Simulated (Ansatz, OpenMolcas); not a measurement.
**A ladder of methods for RbBr (SMILES [Br][Rb])**

RbBr: 2 atoms, total charge 0, spin state singlet. As SMILES, `[Br][Rb]`. Geometry: the measured bond length.

| atom | x (Å) | y (Å) | z (Å) |
| --- | --- | --- | --- |
| Br | 0.0000 | 0.0000 | 0.0000 |
| Rb | 0.0000 | 0.0000 | 2.9447 |

Each level gives the vertical energy of the triplet above the singlet (eV). The values are calculated.

```
                             level                    kind     program  value (eV)  less CCSD(T)/def2-TZVP  CPU time (all runs)
     HF/def2-TZVP (core potential)            Hartree–Fock      Ansatz        3.60                   -0.63                 11 s
 revPBE/def2-TZVP (core potential)                     GGA      Ansatz        4.24                   +0.01                 99 s
 r2SCAN/def2-TZVP (core potential)                meta-GGA  OpenMolcas        4.44                   +0.21                 76 s
   PBE0/def2-TZVP (core potential)           global hybrid  OpenMolcas        4.29                   +0.06                 30 s
  HSE06/def2-TZVP (core potential)  range-separated hybrid      Ansatz        4.28                   +0.05                 37 s
 B2PLYP/def2-TZVP (core potential)           double hybrid      Ansatz        4.29                   +0.06                 55 s
RPA@PBE/def2-TZVP (core potential)                     RPA      Ansatz        3.82                   -0.41                 68 s
CCSD(T)/def2-TZVP (core potential)   coupled cluster or CI      Ansatz        4.23                    0.00                 35 s
                        FCI/STO-3G      exact in the basis      Ansatz        5.14                   +0.91                 14 s
```

Differences are taken from CCSD(T)/def2-TZVP (core potential) for orientation; it has basis-set and higher-order errors of its own. All-electron rows without a relativistic Hamiltonian named are non-relativistic, while core potentials hold scalar relativity, so basis and relativity change together. Spin-orbit coupling, which can split open shells on such heavy atoms by tenths of an eV, is left out. The values span 3.60 to 5.14 eV. High-level rows in very small sets aren't better than simpler rows in larger ones. In the correlated wave-function rows the outer d shell of Br is correlated, in sets not made for it. CPU times are rough (shared hosts, several kinds of processor): they show what a rung costs within a factor of a few.
